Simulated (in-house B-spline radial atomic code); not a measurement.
A fraction x of an electron is removed from 2p in O³⁺, starting from [He] 2s2 2p1 and keeping the highest spin. Method: scalar-relativistic (X2C) LDA exchange-only, spin-polarised, spherical fractional occupations, Fermi nucleus of rms radius 2.6991 fm. Calculated with a radial B-spline atomic code at the basis-set limit.

| x | E(x) - E(0) (eV) | 2p up level (eV) |
| --- | --- | --- |
| 0 | 0.0000 | -64.882 |
| 0.05 | 3.2716 | -65.985 |
| 0.16 | 10.6640 | -68.426 |
| 0.25 | 16.9128 | -70.437 |
| 0.44 | 30.7018 | -74.718 |
| 0.5 | 35.2257 | -76.079 |
| 0.54 | 38.2870 | -76.988 |
| 0.68 | 49.2887 | -80.181 |
| 0.79 | 58.2470 | -82.697 |
| 0.99 | 75.2442 | -87.274 |
| 1 | 76.1181 | - |

The exact functional would give a straight line between the two integer points. Deviations E(x) - E(0) - x[E(1) - E(0)], in eV: -0.534 at x = 0.05, -1.515 at x = 0.16, -2.117 at x = 0.25, -2.79 at x = 0.44, -2.833 at x = 0.5, -2.817 at x = 0.54, -2.472 at x = 0.68, -1.886 at x = 0.79, -0.113 at x = 0.99.

The curve lies below the straight line by up to 2.833 eV (at x = 0.5): convex, the delocalisation error that favours fractional charges.

Problem. How well does Slater's transition state (minus the level at half occupation) give the ionisation energy?

Solution. It gives 76.079 eV against 76.118 eV from the two total energies; NIST lists 77.41 eV, ground level to ground level.
